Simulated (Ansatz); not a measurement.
`O=CB(F)F` + `N[SiH3]` → `FB(F)N[SiH3]` + `C=O` at 700 K and 1 bar (ligand exchange at a B–C bond).

Isolated molecules relaxed with PBE0-D4/def2-TZVP in Ansatz; ΔE leaves out vibrations. CBS: MP2 limit from def2 TZ/QZ plus the TZ coupled-cluster correction, frozen cores. This one scheme is used for every species. One conformer a species, not always the lowest.

```
       species  CCSD(T)/CBS energy (Eh)  H − E (kJ/mol)  S (J/(mol·K))
    `O=CB(F)F`               -338.29791           125.4          381.2
     `N[SiH3]`               -346.80422           180.7          336.3
`FB(F)N[SiH3]`               -570.75785           208.0          446.8
         `C=O`               -114.39408            97.4          254.3
```

H − E and S are ideal-gas, rigid-rotor, harmonic terms from PBE0-D4/def2-TZVP, for one conformer and one mirror image of each species. 1 Eh = 2625.50 kJ/mol, R = 8.31446 J/(mol·K).

Problem. By hand: ΔE, ΔH, ΔS and ΔG.

Solution. ΔE = (-570.75785) + (-114.39408) − (-338.29791) − (-346.80422) = -0.04980 Eh = -130.7 kJ/mol. Δ(H − E) = 208.0 + 97.4 − 125.4 − 180.7 = -0.7, so ΔH = -131.4 kJ/mol. ΔS = 446.8 + 254.3 − 381.2 − 336.3 = -16.4 J/(mol·K). ΔG = -131.4 − 700 × (-16.4)/1000 = -119.9 kJ/mol.

Problem. By hand: the equilibrium constant, and the temperature at which ΔG would vanish if ΔH and ΔS stayed fixed.

Solution. log₁₀ K = −ΔG/(RT ln 10) = 8.9. ΔG = 0 at ΔH/ΔS = 8012 K, far beyond where these terms or the molecules hold.

ΔH outweighs TΔS. A doubt of 5 kJ/mol in ΔE shifts log₁₀ K by 0.4 here. Other conformers and mirror images would add mixing entropy, several J/(mol·K) or more a flexible species. Modes under 60 cm⁻¹, often nearly free rotors, make the harmonic entropy too high. These are equilibria of isolated gas molecules and say nothing of rates. Largest T1 diagnostic: 0.015 (customary marks: 0.02 for closed shells, 0.045 for open ones).
